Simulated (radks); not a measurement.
Question: The mean radii <r> (bohr) of the occupied orbitals of an atom or ion are listed with their occupations. All-electron calculation, scalar-relativistic Kohn-Sham, PBE, spin-polarised, spherical densities, point nucleus. Program: a radial shooting solver on a logarithmic mesh with Libxc functionals.

orbital  occ.     <r>
1s          2  0.2701
2s          2   1.361

Name the element and its charge. Open shells, if any, are filled with parallel spins first.

Answer: Z = 6, carbon, charge +2: C2+ in [He] 2s2. The 1s radius gives Z: for a bare nucleus <r> = (2 gamma + 1)/(2Z) with gamma = sqrt(1 - (Z/c)^2), 0.2498 bohr for Z = 6, and screening makes it slightly larger (0.2701 here). The occupations add up to 4, and the charge is Z minus that.
